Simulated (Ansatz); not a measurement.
Cost and result for the atomization energy of CH7AlSn (`[CH3][AlH][SnH3]`) (10 atoms, 9 bonds).

```xyz
10

C    -1.908    0.003   -0.684
Al   -0.551   -0.341    0.674
Sn    2.027    0.182    0.263
H    -2.416   -0.930   -0.953
H    -1.511    0.447   -1.599
H    -2.682    0.670   -0.289
H    -0.985   -0.957    2.076
H     2.663    1.291    1.405
H     2.355    0.853   -1.280
H     3.008   -1.218    0.387
```

Charge 0, multiplicity 1. Correlated methods include outer-core shells of Sn, which these sets cover unevenly. Sn takes the def2 core potential. Geometry: relaxed with PBE0-D4/def2-TZVP. Program: Ansatz. All runs use 2 threads of an Arm Neoverse V2 on a shared host. Times are those of one run each, without the atoms' runs, and a repeat can differ threefold. Electronic energies, without spin–orbit coupling; frozen cores. CCSD(T)/CBS adds CCSD(T) − MP2 in def2-TZVPP to the MP2 limit, and its time is that of the two runs behind it. T1 = 0.013. With those shells the extrapolation isn't a true limit. B3LYP takes the VWN-RPA correlation (the form of Gaussian; ORCA's B3LYP/G). HSE06 is the plane-wave form, built on full-range PBE exchange.

CCSD(T)/CBS is a level of theory with its own doubt, some kJ/mol a heavy atom from the limit and from the frozen cores, so smaller differences don't rank the functionals.

```csv
level,functions,wall time,atomization (kcal/mol),difference from CCSD(T)/CBS,per bond
LDA (SPW92)/def2-TZVPP,221,1.6 s,753.5,72.1,8.0
BLYP-D4/def2-TZVPP,221,2.7 s,666.7,-14.7,-1.6
PBE0-D4/def2-TZVPP,221,3.6 s,670.6,-10.8,-1.2
HSE06-D4/def2-TZVPP,221,3.9 s,670.5,-10.9,-1.2
BHLYP-D4/def2-TZVPP,221,3.9 s,667.9,-13.5,-1.5
CCSD(T)/def2-SVP,93,4.7 s,640.6,-40.8,-4.5
B3LYP-D4/def2-TZVPP (with forces),221,6 s,675.4,-6.0,-0.7
B2PLYP/def2-TZVPP,221,7 s,666.6,-14.8,-1.6
ωB97X-V/def2-TZVPP,221,11 s,682.3,0.9,0.1
ωB97M-V/def2-TZVPP (with forces),221,16 s,677.3,-4.1,-0.5
MP2/def2-QZVPP,419,24 s,664.9,-16.5,-1.8
CCSD(T)/def2-TZVPP,221,2.3 min,666.2,-15.2,-1.7
CCSD(T)/CBS(def2),–,2.7 min,681.4,0.0,0.0
```

Leaving LDA and LC-ωPBE aside and taking each functional with its dispersion term where it has one, the values, not all of them listed here, spread over 29.5 kcal/mol, from revPBE-D4 to B97M-V. LDA lies +85.1 kcal/mol from PBE without D4, its usual overbinding. From BLYP to BHLYP (50 % exact exchange), in def2-TZVPP and without D4, the atomization energy moves by +3.8 kcal/mol. The D4 term adds +6.3 kcal/mol with B3LYP and +3.4 kcal/mol with PBE0; it sums over pairs of atoms, weighted by their polarisabilities, and B3LYP, whose exchange is more repulsive, gets the larger term.

Spin–orbit coupling would lower the free Sn atoms strongly, and the atomization energy with them, by more than many differences here. For some Ge, Se and Sn compounds the MP2-based and the directly extrapolated limit differ by 10 to 25 kJ/mol.
